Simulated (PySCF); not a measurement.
HgI2: bending curve

Computed with PBE in PySCF with Hg def2-SVP with ECP60, I def2-SVP with ECP28; scalar-relativistic core potentials, no spin–orbit coupling; density-fitted integrals.

Rigid scan from the singlet minimum (Hg–I 2.635 Å (×2); I–Hg–I 180.0°). Coordinate: the I–Hg–I angle, bonds fixed. Energies in kJ/mol from the minimum.

Task: Predict the curve at 80, 90, 100, 110, 120, 130, 140, 150, 160, 170, 180.

Result: 
```
bond angle (°)  E (kJ/mol)  dipole size (D)
            80       234.0             3.11
            90       171.8             2.72
           100       133.3             2.39
           110       104.2             2.07
           120        78.5             1.76
           130        56.2             1.45
           140        37.5             1.16
           150        22.0             0.87
           160        10.0             0.58
           170         2.6             0.29
           180         0.0             0.00
```

Spin–orbit coupling, left out here, can matter for elements this heavy.
